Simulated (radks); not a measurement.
Excited configurations of Os2+: one electron is placed in a higher orbital outside [Xe] 4f14 5d5. The ground configuration is [Xe] 4f14 5d6. All-electron calculation, scalar-relativistic Kohn-Sham, BLYP, spin-polarised, spherical densities, finite nucleus; open shells are filled with parallel spins first (spin-orbit coupling, left out, can overturn this in heavy ions); Fermi nuclear charge, rms radius 5.4126 fm. Program: a radial shooting solver on a logarithmic mesh with Libxc functionals. Excitation = E - E(ground); binding = E(ion) - E, where the ion is the core of charge +3; n* = 3/sqrt(2 binding) in atomic units, and the quantum defect is n - n*.

outer orbital  excitation (eV)  binding (eV)     n*  quantum defect  eigenvalue (eV)  <r> (bohr)
5f                      18.657         8.362  3.827           1.173           -6.412       5.069
6s                       0.012        27.006  2.129           3.871          -22.860       2.533
6p                       7.826        19.193  2.526           3.474          -15.891       3.127
6d                      15.913        11.106  3.321           2.679           -9.080       4.711
6f                      21.282         5.736  4.620           1.380           -4.668       8.835
7s                      14.974        12.045  3.188           3.812          -10.375       5.277
7p                      17.243         9.775  3.539           3.461           -8.366       6.234
7d                      20.220         6.799  4.244           2.756           -5.707       8.389
7f                      22.946         4.073  5.483           1.517           -3.417       13.57

The Delta-SCF ionisation energy is 27.019 eV (NIST Atomic Spectra Database: 25 eV, theoretical). Self-interaction in the functional shifts the binding energies and quantum defects, so they are the method's values and not measured ones. Open shells are spherical and high-spin; term and fine-structure splittings are not resolved. Spin-orbit splitting is averaged out at the scalar-relativistic level.
